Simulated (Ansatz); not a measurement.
Stepwise reaction of `[OH][Zr]([OH])([F])[F]` with ammonia, as a gas-phase model of exchange steps in deposition or etching. ΔE in kJ/mol; ΔG adds harmonic PBE0-D4 terms to CCSD(T)/CBS, at 1 bar.

Gas-phase electronic energies from Ansatz, PBE0-D4/def2-TZVP geometries. CCSD(T)/CBS is the MP2 limit (def2-TZVPP, def2-QZVPP) plus CCSD(T) − MP2 in def2-TZVPP, frozen cores. This one scheme is used for every species. DFT in def2-TZVPP. B3LYP here is the variant with VWN-RPA as its local correlation; programs differ in this. def2 core potentials past Kr. For Zr outer-core shells are correlated without core-valence functions, which leaves a few kJ/mol of doubt a bond. Each species was taken in one conformer, which may not be the lowest.

| step | reaction | PBE-D4 | B3LYP-D4 | ωB97M-V | CCSD(T)/CBS | ΔG(500 K) |
| --- | --- | --- | --- | --- | --- | --- |
| 1 | `[OH][Zr]([OH])([F])[F]` + NH₃ → `[NH2][Zr]([OH])([F])[F]` + H₂O | 66.9 | 70.5 | 71.8 | 68.3 | 64.7 |
| 2 | `[NH2][Zr]([OH])([F])[F]` + NH₃ → `[NH2][Zr]([NH2])([F])[F]` + H₂O | 67.7 | 71.5 | 72.8 | 68.9 | 68.0 |

Problem. By hand: ΔE of the 2 steps together at CCSD(T)/CBS.

Solution. (68.3) + (68.9) = 137.2 kJ/mol, or 68.6 kJ/mol a step.

In ΔE the steps differ by no more than 0.6 kJ/mol. All are uphill at CCSD(T)/CBS. ΔG lies between 64.7 and 68.0 kJ/mol a step. PBE-D4 differs from CCSD(T)/CBS by -1.4 to -1.2 kJ/mol a step. Isolated molecules leave out the surface, adducts and barriers. Largest T1 diagnostic: 0.017.
